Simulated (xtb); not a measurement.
hexafluoropropene (C₃F₆), singlet, at a GFN2-xTB geometry; GFN2-xTB run with xtb 6.7.1.

Here is a job for xtb.
```
$ xtb mol.xyz --gfn 2 --acc 0.0001 --json

# file mol.xyz
9

F      2.49184748    -0.18829557     0.79842098
C      1.31418502     0.24683492     0.42467974
F      1.26067366     1.55824784     0.42112146
C      0.28229877    -0.52520184     0.08521556
F      0.37606850    -1.85663792     0.10149667
C     -1.06436063     0.03101770    -0.34154878
F     -1.61086992     0.78624932     0.61807922
F     -0.95447491     0.80748822    -1.42550070
F     -1.91799358    -0.94215242    -0.62584863
```

Task: Write the output that xtb gives for this input, abridged.

Result: 
```
   ID    Z sym.   atoms
    1    9 F      1, 3, 5, 7-9
    2    6 C      2, 4, 6

           -------------------------------------------------
          |                Calculation Setup                |
           -------------------------------------------------

           -------------------------------------------------
          |                 G F N 2 - x T B                 |
           -------------------------------------------------

          ...................................................
          :                      SETUP                      :
          :.................................................:
          :  # basis functions                  36          :
          :  # atomic orbitals                  36          :
          :  # shells                           18          :
          :  # electrons                        54          :
          :  max. iterations                   250          :
          :  Hamiltonian                  GFN2-xTB          :
          :  restarted?                      false          :
          :  GBSA solvation                  false          :
          :  PC potential                    false          :
          :  electronic temp.          300.0000000     K    :
          :  accuracy                    0.0001000          :
          :  -> integral cutoff          0.6500000E+02      :
          :  -> integral neglect         0.1000000E-11      :
          :  -> SCF convergence          0.1000000E-09 Eh   :
          :  -> wf. convergence          0.1000000E-07 e    :
          :  Broyden damping             0.4000000          :
          :  net charge                          0          :
          :  unpaired electrons                  0          :
          ...................................................

 iter      E             dE          RMSdq      gap      omega  full diag
   1    -34.8399679 -0.348400E+02  0.549E+00    5.14       0.0  T
   2    -34.8936428 -0.536750E-01  0.299E+00    4.66       1.0  T
   3    -34.8951235 -0.148070E-02  0.188E+00    4.86       1.0  T
   4    -34.9031585 -0.803493E-02  0.685E-01    4.77       1.0  T
   5    -34.9051210 -0.196256E-02  0.761E-02    4.79       1.0  T
   6    -34.9051261 -0.509068E-05  0.373E-02    4.78       1.0  T
   7    -34.9051270 -0.826545E-06  0.928E-03    4.78       3.6  T
   8    -34.9051271 -0.155582E-06  0.200E-03    4.78      16.7  T
   9    -34.9051271 -0.249921E-07  0.396E-04    4.78      84.2  T
[...]
         :: total energy             -34.769844133206 Eh    ::
[...]
     2   6 C        2.556     0.331    21.436     7.568
     3   9 F        0.789    -0.134    10.578     3.842
     4   6 C        2.749     0.095    25.872     8.329
     5   9 F        0.787    -0.143    10.661     3.857
     6   6 C        3.332     0.498    17.190     6.575
     7   9 F        0.791    -0.182    11.047     3.926
     8   9 F        0.791    -0.182    11.047     3.926
     9   9 F        0.792    -0.161    10.844     3.890

 Mol. C6AA /au·bohr⁶  :       1106.360520
 Mol. C8AA /au·bohr⁸  :      23903.705607
 Mol. α(0) /au        :         45.732905

Wiberg/Mayer (AO) data.
largest (>0.10) Wiberg bond orders for each atom

 ---------------------------------------------------------------------------
     #   Z sym  total        # sym  WBO       # sym  WBO       # sym  WBO
 ---------------------------------------------------------------------------
     1   9 F    1.214 --     2 C    1.032
     2   6 C    3.855 --     4 C    1.679     1 F    1.032     3 F    1.023
     3   9 F    1.198 --     2 C    1.023
     4   6 C    3.885 --     2 C    1.679     5 F    1.007     6 C    0.935
     5   9 F    1.159 --     4 C    1.007
     6   6 C    3.871 --     9 F    0.982     7 F    0.957     8 F    0.957
                             4 C    0.935
     7   9 F    1.093 --     6 C    0.957
     8   9 F    1.093 --     6 C    0.957
     9   9 F    1.115 --     6 C    0.982
 ---------------------------------------------------------------------------

Topologies differ in total number of bonds
Writing topology from bond orders to xtbtopo.mol

molecular dipole:
                 x           y           z       tot (Debye)
 q only:        0.342      -0.022       0.110
   full:        0.380      -0.027       0.122       1.016
molecular quadrupole (traceless):
                xx          xy          yy          xz          yz          zz
 q only:       -0.927       0.258      -1.314      -1.131       0.042       2.241
  q+dip:       -0.206       0.755      -3.563      -1.414       0.162       3.768
   full:       -0.937       0.425      -3.130      -1.787       0.056       4.067

           -------------------------------------------------
          | TOTAL ENERGY              -34.769844133206 Eh   |
          | GRADIENT NORM               0.000098454425 Eh/α |
          | HOMO-LUMO GAP               4.783330347909 eV   |
           -------------------------------------------------

normal termination of xtb
```
